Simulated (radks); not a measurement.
Values are calculated unless marked as measured or tabulated.
Initial-state core-level shifts of neutral mercury when its valence configuration changes from [Hg]. Level of theory: scalar-relativistic Kohn-Sham, PBE, spin-polarised, spherical densities, point nucleus; open shells are filled with parallel spins first (spin-orbit coupling, left out, can overturn this in heavy ions) (a radial shooting solver on a logarithmic mesh with Libxc functionals). Shifts are changes of the shell-averaged eigenvalues in eV (positive: less bound).

\begin{tabular}{lrrrr}
valence & 1s & 3s & 3d & 4s \\ \hline
[Xe] 4f14 5d10 6s1.5 6p0.5 & -1.144 & -1.130 & -1.128 & -1.135 \\
[Xe] 4f14 5d9 6s2 6p1 & -5.549 & -5.622 & -5.634 & -5.592 \\
[Xe] 4f14 5d10 6s1 6p1 & -2.063 & -2.038 & -2.033 & -2.048 \\
[Xe] 4f13 5d10 6s2 6p1 & -18.576 & -21.939 & -21.754 & -19.335 \\
[Xe] 4f14 5d10 6p2 & -3.954 & -3.902 & -3.894 & -3.922 \\
[Xe] 4f12 5d10 6s2 6p2 & -37.777 & -44.681 & -44.313 & -39.105 \\
[Xe] 4f14 5d9.5 6p2.5 & -6.389 & -6.379 & -6.377 & -6.384 \\
[Xe] 4f13 5d10 6s1.5 6p1.5 & -19.434 & -22.786 & -22.599 & -20.187 \\
\end{tabular}
